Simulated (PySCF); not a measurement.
Related species of one series. Computed, not measured: core-valence-separated Tamm–Dancoff BHandHLYP/aug-pcX-1 (pcseg-1 on H, def2-SVPD on Al) in PySCF, non-relativistic, gas phase, PBE0-D3(BJ)/def2-SVP geometry. Absolute energies from this functional tend to lie a few eV below measured edges; no shift was applied. One conformer each. Roots within 0.03 eV on the same or equivalent atoms are summed; «strongest» means within the roots computed.

Question: Order them by the first intense line (a tenth or more of the edge's strongest) of the carbon K edge, lowest first.
A. `[AlH2:1][c:2]1[cH:3][cH:4][cH:5][o:6]1`
B. `[CH3:1][AlH2:2]`
C. `[CH3:1][NH:2][AlH2:3]`

Answer: A (283.40 eV), B (285.53 eV), C (286.02 eV).

```
         SMILES  E (eV)      f  core hole on                site                                   polarised  strongest line (eV)  its f
[AlH2][c]1ccco1  283.40  0.051            C3  aromatic CH carbon  normal to the local trigonal plane (1s→π*)               284.29  0.064
    [CH3][AlH2]  285.53  0.030            C1       methyl carbon                                           –               285.77  0.032
    C[NH][AlH2]  286.02  0.011            C1     N-methyl carbon                                           –               287.09  0.031
```

The range is 2.62 eV. The lines marked π* (up to 283.40 eV) lie below the first intense lines of the neutral species whose SMILES has no multiple bond at carbon (from 285.53 eV).
